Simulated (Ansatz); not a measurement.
`OP[SiH3]` + silanol → `O[SiH2]PO` + SiH₄  (formal exchange of groups at a P–Si bond)

Program: Ansatz. Geometries: PBE0-D4/def2-TZVP. ΔE: electronic, gas phase. CBS: MP2 limit from def2 TZ/QZ plus the TZ coupled-cluster correction, frozen cores. This one scheme is used for every species. Functionals use def2-TZVPP. One conformer a species, not always the lowest.

`OP[SiH3]`:

Z-matrix (Å, degrees):
```
Si
P 1 2.260
H 1 1.487 2 112.7
H 1 1.486 2 109.2 3 -121.7
H 1 1.488 2 106.5 3 120.4
O 2 1.666 1 99.0 3 45.3
H 2 1.427 1 92.7 3 -54.8
H 6 0.960 2 109.1 1 143.7
```

`O[SiH3]`:

```xyz
6

O    -0.427   -0.080    1.206
Si    0.274   -0.019   -0.284
H    -1.362    0.117    1.269
H    -0.349   -0.991   -1.225
H     1.699   -0.363   -0.077
H     0.164    1.337   -0.889
```

`O[SiH2]PO`:

Cartesian coordinates in Å:
```
O 1.397 0.984 -0.459
Si -0.196 0.793 -0.824
P -1.136 -0.599 0.695
O 0.248 -1.540 0.845
H 1.809 0.208 -0.068
H -0.371 0.185 -2.171
H -0.854 2.123 -0.793
H -0.899 0.301 1.777
H 0.002 -2.455 0.998
```

SiH₄:

Cartesian coordinates in Å:
```
Si 0.000 0.000 0.000
H 0.029 -0.195 1.471
H 1.280 -0.471 -0.586
H -0.184 1.441 -0.305
H -1.125 -0.776 -0.580
```

```
        level  ΔE (kcal/mol)
       PBE-D4           -1.8
HF/def2-TZVPP           -0.2
```

Q: What does CCSD(T)/CBS give? (An estimate is asked.)

A: Ansatz gave: -1.3 kcal/mol. The listed levels differ from it by -0.5, 1.1 kcal/mol.

Q: What do rigid-rotor, harmonic-oscillator terms from PBE0-D4/def2-TZVP frequencies (298.15 K, 1 bar) make of the CCSD(T)/CBS value? (Estimate.)

A: The calculation gave: ΔZPE = -0.2 kcal/mol, ΔH = -1.4 kcal/mol, ΔS = -23 J/(mol·K), ΔG = +0.3 kcal/mol.

Largest T1 diagnostic among the species: 0.013.

Leaving LDA and LC-ωPBE aside and taking each functional with its dispersion term where it has one, the values, not all of them listed here, spread over 0.9 kcal/mol, from revPBE-D4 to PBE-QIDH. LDA lies −1.0 kcal/mol from PBE without D4. The D4 term adds −0.7 kcal/mol with B3LYP and −0.4 kcal/mol with PBE0; it sums over pairs of atoms, weighted by their polarisabilities, and B3LYP, whose exchange is more repulsive, gets the larger term.

B3LYP here is the variant with VWN-RPA as its local correlation; programs differ in this.
